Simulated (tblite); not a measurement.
Question: Write Cartesian coordinates for InChI=1S/C6H14OP2/c1-6(2)9(5,7)8(3)4/h1H2,2-5H3/t9-/m1/s1 as optimised with GFN2-xTB.

Answer: 
```
atom  x, y, z in Å
C1     2.198    1.494    0.501
C2     1.641    0.313    0.287
C3     2.111   -0.989    0.841
P4     0.121    0.275   -0.720
C5     0.491   -0.903   -2.084
O6    -0.325    1.593   -1.207
P7    -1.368   -0.767    0.560
C8    -2.790   -0.340   -0.538
C9    -1.496    0.659    1.729
H10    3.084    1.620    1.103
H11    1.771    2.379    0.060
H12    2.566   -1.593    0.057
H13    2.845   -0.834    1.629
H14    1.263   -1.547    1.243
H15    0.667   -1.906   -1.706
H16   -0.363   -0.906   -2.758
H17    1.365   -0.539   -2.623
H18   -2.829   -1.040   -1.372
H19   -3.716   -0.427    0.030
H20   -2.680    0.677   -0.917
H21   -2.395    0.548    2.333
H22   -0.630    0.666    2.390
H23   -1.535    1.596    1.173
```

Any rigid rotation of these coordinates is as good. Atoms count from 1 in this order. Of the pairs four or more bonds apart, O6···H20 is among the closest relative to their van der Waals radii: 2.54 Å, 94 % of the sum of Bondi's values. The 4 C–P bonds span 1.824 Å (C2–P4, drawn single) to 1.848 Å (P7–C9, drawn single), a spread of 0.024 Å. P7 (three-coordinate phosphorus) is pyramidal (angles 98.3°, 93.7° and 92.8°, sum 284.8°, 1.02 Å off the plane of its three neighbours). The C–C distances run from 1.323 Å (C1=C2, drawn double) to 1.491 Å (C2–C3, drawn single), a spread of 0.168 Å.

Bonds between heavy atoms (Å): C1=C2 1.323, C2–C3 1.491, C2–P4 1.824, P4–C5 1.840, P4=O6 1.474, P4–P7 2.222, P7–C8 1.846, P7–C9 1.848.

Structure optimised with GFN2-xTB, isolated species.

Point group: C1 (no symmetry element, even within 0.4 Å). Its GFN2-xTB frequencies are all real (lowest 39 cm⁻¹). The numbers are those of one conformer (C1–C2–P4–C5 125°, C2–P4–P7–C8 169°).

All values are computed, not measured.
